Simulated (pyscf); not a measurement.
Single points on ωB97X-D3(BJ)/def2-SVP structures (PySCF, gas phase). Correlated levels are frozen-core, on RHF or UHF. ΔMP2 is the change of the MP2 total energy from the triple- to the quadruple-zeta basis.

Problem. PBE/def2-TZVP puts the barrier of •HN–SiH₂–NH₂ (SMILES [NH][SiH2]N) → H₂N–SiH•–NH₂ (SMILES N[SiH]N) (hydrogen shift; doublet surface; H–Si broken, H–N formed) at 19.8 kcal/mol and the reaction energy at -22.7 kcal/mol, from the reactant's lowest minimum found. What do B3LYP-D3(BJ)/def2-TZVP, M06-2X/def2-TZVP, CCSD(T)/def2-TZVPP + ΔMP2(QZVPP) give on the same structures?

Solution. B3LYP-D3(BJ): ΔE‡ = 27.6 kcal/mol, ΔE = -19.2 kcal/mol; M06-2X: ΔE‡ = 28.6 kcal/mol, ΔE = -22.2 kcal/mol; CCSD(T): ΔE‡ = 27.9 kcal/mol, ΔE = -20.1 kcal/mol. PBE's barrier lies under all of them, by 7.8 to 8.9 kcal/mol. Its reaction energy lies under all of them, by 0.5 to 3.5 kcal/mol. Low barriers are usual for a GGA, whose delocalisation error favours stretched bonds. This is the saddle that the search found; another between the same sides may lie lower. The CCSD(T) − MP2 part came from Ansatz, without density fitting, on the same reference.
